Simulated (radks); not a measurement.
Re II, configuration [Xe] 4f14 5d5 6s0.5 7s0.5 (fractional occupations, a model configuration). Calculated with a radial shooting solver on a logarithmic mesh with Libxc functionals: non-relativistic Kohn-Sham, BLYP, spin-polarised, spherical densities, point nucleus; open shells are filled with parallel spins first (spin-orbit coupling, left out, can overturn this in heavy ions); relativity is left out, which matters for an element this heavy.

Normalised radial functions P(r) = r R(r), r in bohr:

```
   r/bohr * 5p up, o 5d up, + 6p up (the largest magnitude, 1.04, reaches the edge; | marks zero, & curves that meet)
0.0007894                             &
 0.001096                             &
 0.001521                             &
 0.002129                             &
 0.002955                             &
 0.004135                             &
  0.00574                             &*
 0.007968                             &*
  0.01115                             o+*
  0.01548                             o+ *
  0.02149                             o+  *
  0.03007                             |o+   *
  0.04174                             | &    *
  0.05794                             | +o *
  0.08108                             &    o
   0.1126                       *   + |     o
   0.1575                    *     +  |    o
   0.2187                          * &|
   0.3035                     o       |  +      *
   0.4247                    o        |   +        *
   0.5896                           o&|
   0.8185         *             +     |          o
    1.145  *                    +     |                   o
     1.59          *                  |+                   o
    2.207                     *       |          +   o
    3.089                           * |       o      +
    4.288                             *  o         +
        6                             *o     +
    8.329                             & +
    11.56                             &
    16.18                             &
    22.46                             &
```

5p up: eigenvalue -54.201 eV, 3 radial nodes at r = 0.0828, 0.236, 0.582 bohr, <r> = 1.26 bohr, 90 % of the charge inside 1.83 bohr. 5d up: eigenvalue -16.747 eV, 2 radial nodes at r = 0.210, 0.619 bohr, <r> = 1.77 bohr, 90 % of the charge inside 2.74 bohr. 6p up (empty): eigenvalue -8.215 eV, 4 radial nodes at r = 0.0827, 0.235, 0.570, 1.52 bohr, <r> = 3.75 bohr, 90 % of the charge inside 5.55 bohr.
